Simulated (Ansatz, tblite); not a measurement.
Removing and adding an electron: Si16OH28. Charge 0, multiplicity 1. Geometry: PBE-D4/def2-SVP. Ansatz, gas phase; energy differences of separate SCF runs; the oxidised species was run as a doublet alone; the reduced species was run as a doublet alone.

```xyz
45

Si    2.210   -3.385   -0.299
Si    1.539    1.345    3.463
Si    0.424    3.287    0.628
O     2.004    0.010    0.244
Si   -1.426   -2.853    1.263
Si   -1.722   -0.537    0.884
Si   -2.464   -0.094   -1.313
Si   -1.065   -3.660   -2.431
Si   -2.804    3.732   -0.312
Si    2.052   -0.418    1.998
Si    2.810   -1.177   -0.841
Si   -0.074   -3.954   -0.315
Si    1.276    1.493   -0.635
Si    2.072    3.322    2.307
Si   -1.683    3.001    1.653
Si   -1.334   -1.379   -2.944
Si   -2.442    2.164   -2.035
H     2.923   -4.130   -1.405
H     2.883   -3.745    1.000
H     2.430    0.991    4.631
H     0.096    1.230    3.861
H     0.869    4.303   -0.421
H    -0.907   -3.113    2.657
H    -2.769   -3.532    1.144
H    -0.398    0.128    1.172
H    -2.724   -0.082    1.905
H    -3.882   -0.621   -1.320
H    -0.254   -4.368   -3.488
H    -2.417   -4.324   -2.347
H    -2.466    5.063   -0.958
H    -4.308    3.740   -0.129
H     3.501   -0.826    2.100
H     1.233   -1.677    2.081
H     4.275   -0.888   -0.686
H     2.344   -0.772   -2.205
H    -0.031   -5.432    0.007
H     2.502    1.840   -1.449
H     0.352    0.741   -1.548
H     3.518    3.194    1.882
H     1.951    4.489    3.252
H    -1.523    4.422    2.243
H     0.044   -0.820   -3.206
H    -2.102   -1.275   -4.240
H    -1.082    2.369   -2.671
H    -3.433    2.197   -3.178
```

The xTB rows come from tblite. Correlated methods freeze 81 core orbitals. Single mean-field runs in def2-TZVP are fitted with def2-universal-jkfit.

```csv
level,−HOMO (eV),vertical IE (eV),−LUMO (eV),vertical EA (eV),HOMO–LUMO gap (eV),IE − EA (eV),remarks
GFN1-xTB,9.93,11.46,8.30,6.80,1.63,4.66,–
GFN2-xTB,7.84,9.69,6.82,5.10,1.02,4.59,–
PBE-D4/def2-TZVP,4.48,6.53,3.32,1.77,1.16,4.76,"restricted singlet, untested (singlet)"
r2SCAN-D4/def2-TZVP,4.58,6.44,3.16,1.65,1.42,4.79,"restricted singlet, untested (singlet)"
r2SCANh-D4/def2-TZVP,4.89,6.45,2.88,1.59,2.01,4.86,"restricted singlet, untested (singlet)"
PBE0-D4/def2-TZVP,5.28,6.53,2.54,1.56,2.74,4.97,"restricted singlet, untested (singlet)"
r2SCAN0-D4/def2-TZVP,5.37,6.46,2.46,1.50,2.91,4.96,"restricted singlet, untested (singlet)"
PBE-QIDH/def2-TZVP,–,6.55,–,1.38,–,5.17,"restricted singlet, untested (singlet)"
```

Relaxing the oxidised species (PBE-D4/def2-SVP) changes its energy by -0.93 eV at PBE-D4/def2-TZVP, so the adiabatic ionisation energy to this nearest minimum is 5.61 eV. At PBE0-D4/def2-TZVP it is 5.49 eV.     Raw xTB energy differences between charge states are shifted by several eV; the methods need an empirical correction for them. Sets without diffuse functions give affinities that are too small.
